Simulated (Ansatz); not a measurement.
Z-matrix (Å, degrees):
```
C
N 1 1.446
H 1 1.094 2 111.2
H 1 1.094 2 111.3 3 120.5
H 1 1.088 2 110.1 3 -119.7
B 2 1.394 1 129.2 3 120.7
H 2 1.008 1 112.8 3 -59.4
Si 6 2.028 2 116.1 1 179.9
C 6 1.574 2 123.7 1 -0.2
H 8 1.493 6 112.3 2 121.4
H 8 1.493 6 112.1 2 -118.9
H 8 1.496 6 111.7 2 1.1
H 9 1.096 6 109.9 2 -121.0
H 9 1.093 6 115.9 2 1.2
H 9 1.095 6 110.1 2 123.5
```

The species carries charge 0 and has multiplicity 1.

Problem. List the B3LYP/def2-TZVPP orbital energies in eV (Ansatz). (Estimate.)

Solution. Computed: Occupied: -1798.02, -389.86, -277.70, -275.97, -183.13, -142.62, -97.94, -97.94, -97.90, -24.62, -18.95, -18.71, -14.56, -14.29, -12.76, -12.15, -11.37, -10.78, -10.50, -9.68, -9.02, -8.97, -7.63, -7.35. Lowest empty: -0.26, 0.43, 1.00, 1.45, 1.46, 1.85, 2.13, 2.48.

B3LYP here is the variant with VWN-RPA as its local correlation; programs differ in this.
